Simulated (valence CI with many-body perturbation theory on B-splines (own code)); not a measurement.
Values are calculated unless marked as measured or tabulated.
## Mg⁷⁺: what each term of the Hamiltonian does

Level of theory: valence CI with perturbative core correlation (CI+MBPT): three valence electrons over a frozen Dirac-Fock core [He], a basis of 11 s, 11 p, 9 d, 7 f, 5 g, 2 h, 1 i functions for each j, with the one-electron correlation potential Σ1, the two-electron term Σ2, the three-electron term Σ3, Breit, model QED; selected CI, second order for the rest, scaled by the run's own slope (own B-spline code, finite nucleus).

No measured spectrum was set against this ion. As an estimate, levels hold to about 100 cm⁻¹ or 0.05 % of their energy and the worst to 300 or 400 cm⁻¹, as in measured light ions of charge 2 to 7.

Each rung adds one term. CI alone is the Dirac-Coulomb CI over the frozen core; QED comes last and gives the full result, which names the levels. Energies are above 2s²2p ²P°_1/2 on the same rung, in cm⁻¹.

| Level | CI alone | + Σ1 | + Σ2 | + Σ3 | + Breit | Full |
| --- | --- | --- | --- | --- | --- | --- |
| 2s²2p ²P°_3/2 | 3541 | 3562 | 3561 | 3560 | 3290 | 3299 |
| 2s2p² ⁴P_1/2 | 130918 | 129938 | 129867 | 129936 | 130013 | 129831 |
| 2s2p² ⁴P_3/2 | 132140 | 131167 | 131096 | 131164 | 131153 | 130975 |
| 2s2p² ⁴P_5/2 | 134094 | 133133 | 133062 | 133129 | 132814 | 132641 |
| 2s2p² ²D_5/2 | 234176 | 233255 | 232840 | 232709 | 232493 | 232314 |
| 2s2p² ²D_3/2 | 234144 | 233223 | 232810 | 232679 | 232531 | 232352 |
| 2s2p² ²S_1/2 | 299891 | 299015 | 298884 | 298602 | 298629 | 298449 |
| 2s2p² ²P_1/2 | 322126 | 321171 | 319293 | 319054 | 319089 | 318897 |
| 2s2p² ²P_3/2 | 324370 | 323428 | 321536 | 321298 | 321080 | 320894 |
| 2p³ ⁴S°_3/2 | 418064 | 416090 | 414222 | 414058 | 413988 | 413613 |
| 2p³ ²D°_5/2 | 469808 | 467899 | 466516 | 466358 | 466132 | 465759 |
| 2p³ ²D°_3/2 | 469693 | 467782 | 466399 | 466241 | 466224 | 465850 |
| 2p³ ²P°_1/2 | 528549 | 526735 | 525329 | 525119 | 525146 | 524783 |
| 2p³ ²P°_3/2 | 528813 | 527002 | 525596 | 525386 | 525337 | 524975 |
| 2s²3s ²S_1/2 | 1209780 | 1211500 | 1211150 | 1210990 | 1210540 | 1210620 |
| 2s²3p ²P°_1/2 | 1274540 | 1276040 | 1275700 | 1275530 | 1275150 | 1275170 |
| 2s²3p ²P°_3/2 | 1275470 | 1276970 | 1276620 | 1276460 | 1276000 | 1276030 |
| 2s²3d ²D_3/2 | 1334990 | 1336790 | 1336400 | 1336240 | 1335720 | 1335750 |
| 2s²3d ²D_5/2 | 1335220 | 1337010 | 1336620 | 1336460 | 1335930 | 1335970 |

**Question.** How does the ionisation energy move along the ladder, and which term matters most?

**Answer.** CI alone 265.78, + Σ1 266.02, + Σ2 265.97, + Σ3 265.95, + Breit 265.88, + QED 265.89 eV. The largest step is Σ1, 0.24 eV. NIST lists 265.924 eV (semi-empirical).
